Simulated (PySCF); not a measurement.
Compound: cyclo-(Cl2GeNH)2.
Bonds: Ge1–Cl2, Ge1–Cl3, Ge1–N4, Ge1–N8, N4–Ge5, Ge5–Cl6, Ge5–Cl7, Ge5–N8. Hydrogens: H9 on N4; H10 on N8.

Theory: TDDFT CAM-B3LYP/def2-SVPD, vertical, gas phase, core orbitals frozen in the response (PySCF 2.14.0, density-fitted response routines). The structure is a single PBE0-D3(BJ)/def2-SVP conformer in the gas phase; no vibrational or solvent corrections. The CAM-B3LYP/def2-SVPD calculation is non-relativistic and has no spin–orbit coupling, an omission that weighs most on germanium.

```json
{"state": "S1", "λ (nm)": "235.4", "E (eV)": "5.27", "f": "0.0000", "main configurations (H = HOMO, L = LUMO)": "H→L (96%)"}
{"state": "S2", "λ (nm)": "205.5", "E (eV)": "6.03", "f": "0.024", "main configurations (H = HOMO, L = LUMO)": "H-1→L (84%)"}
{"state": "S3", "λ (nm)": "193.5", "E (eV)": "6.41", "f": "0.0001", "main configurations (H = HOMO, L = LUMO)": "H→L+1 (80%), H-5→L (8%)"}
{"state": "S4", "λ (nm)": "189.8", "E (eV)": "6.53", "f": "0.0000", "main configurations (H = HOMO, L = LUMO)": "H-2→L (70%), H-1→L+1 (17%)"}
{"state": "S5", "λ (nm)": "187.7", "E (eV)": "6.60", "f": "0.0000", "main configurations (H = HOMO, L = LUMO)": "H-3→L (87%), H-8→L+1 (8%)"}
{"state": "S6", "λ (nm)": "182.9", "E (eV)": "6.78", "f": "0.109", "main configurations (H = HOMO, L = LUMO)": "H→L+2 (64%), H-4→L (22%)"}
{"state": "S7", "λ (nm)": "180.0", "E (eV)": "6.89", "f": "0.0001", "main configurations (H = HOMO, L = LUMO)": "H-5→L (69%), H-7→L+1 (18%)"}
{"state": "S8", "λ (nm)": "179.9", "E (eV)": "6.89", "f": "0.0000", "main configurations (H = HOMO, L = LUMO)": "H-7→L (74%), H-5→L+1 (19%)"}
{"state": "S9", "λ (nm)": "177.3", "E (eV)": "6.99", "f": "0.133", "main configurations (H = HOMO, L = LUMO)": "H-4→L (54%), H→L+2 (25%)"}
{"state": "S10", "λ (nm)": "175.9", "E (eV)": "7.05", "f": "0.168", "main configurations (H = HOMO, L = LUMO)": "H-6→L (79%), H-9→L+1 (14%)"}
{"state": "S11", "λ (nm)": "172.5", "E (eV)": "7.19", "f": "0.045", "main configurations (H = HOMO, L = LUMO)": "H-8→L (67%), H-3→L+1 (25%)"}
{"state": "S12", "λ (nm)": "171.5", "E (eV)": "7.23", "f": "0.0000", "main configurations (H = HOMO, L = LUMO)": "H-9→L (73%), H-6→L+1 (19%)"}
{"state": "S13", "λ (nm)": "167.7", "E (eV)": "7.39", "f": "0.0000", "main configurations (H = HOMO, L = LUMO)": "H→L+3 (72%), H-1→L+2 (15%)"}
{"state": "S14", "λ (nm)": "166.1", "E (eV)": "7.47", "f": "0.0000", "main configurations (H = HOMO, L = LUMO)": "H-1→L+1 (64%), H-4→L+1 (11%), H-2→L (10%)"}
```

Triplets, Tamm–Dancoff:

```
state  E (eV)  λ (nm)   main configurations (H = HOMO, L = LUMO)
   T1    4.97   249.2                                  H→L (92%)
   T2    5.57   222.6                   H-1→L (76%), H→L+2 (16%)
   T3    6.00   206.5  H-2→L (69%), H-4→L+1 (14%), H-1→L+1 (10%)
   T4    6.09   203.6      H→L+1 (48%), H-4→L (17%), H-5→L (13%)
```

The lowest singlet lies at 5.27 eV (235 nm, ultraviolet) and is dark (f under 0.0005); its leading configuration is HOMO→LUMO (96%). The strongest level in the table is S10 at 7.05 eV (176 nm, f = 0.168). S7/S8 lie within about 0.01 eV of each other. Löwdin shares by element: HOMO nitrogen 77% (atoms not listed hold the other 23%); LUMO germanium 33%, chlorine 27% or more (atoms not listed hold the other 40%). Orbital energies (eV): HOMO-3 -10.86, HOMO-2 -10.79, HOMO-1 -10.26, HOMO -9.57, LUMO -1.02, LUMO+1 0.31, LUMO+2 0.64. The listed states span 2.20 eV, and the widest gap between neighbours is 0.77 eV (S1 to S2). Of the 14 states listed, 5 reach f = 0.01 and 9 stay under 0.0005. All these states lie below the vertical ionisation energy of 10.06 eV (ΔSCF). Orbitals of the list HOMO-3 to LUMO+2 that lie within 0.01 eV of each other are written together with a slash and their weights summed (≥ marks a lower bound); for degenerate orbitals outside that list single weights are arbitrary. Singlets were solved by full linear response, triplets in the Tamm–Dancoff approximation. The highest level found (7.70 eV, f 0.0000 so far) is left out, since the window may have cut off a degenerate partner.
